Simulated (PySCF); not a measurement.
CH3ClOSn, neutral, multiplicity 1. Atoms are numbered in the order given.

```xyz
7

Sn     0.6986    -0.2777     0.0000
Cl    -1.5314    -1.1923     0.0000
O      0.1982     1.6420     0.0000
C     -1.0493     2.2713     0.0000
H     -1.8910     1.5558     0.0000
H     -1.1479     2.9186    -0.8901
H     -1.1479     2.9186     0.8901
```
Charge 0, spin multiplicity 1.

Geometry optimised at PBE0-D3(BJ)/def2-SVP. The def2 effective core potentials stand for the cores of Sn; spin–orbit coupling is left out. One conformer was computed; it need not be the lowest.

Calculation: PBE0/def2-TZVP (PySCF).

ESP charges are fitted to the potential on shells at 1.4 to 2.0 van der Waals radii. Atomic charges (e):

```tsv
atom	ESP fit	Mulliken	Löwdin
Sn1	0.45	0.77	0.32
Cl2	-0.27	-0.42	-0.07
O3	-0.30	-0.52	-0.14
C4	-0.14	-0.18	-0.42
H5	0.09	0.12	0.10
H6	0.08	0.12	0.11
H7	0.08	0.12	0.11
```
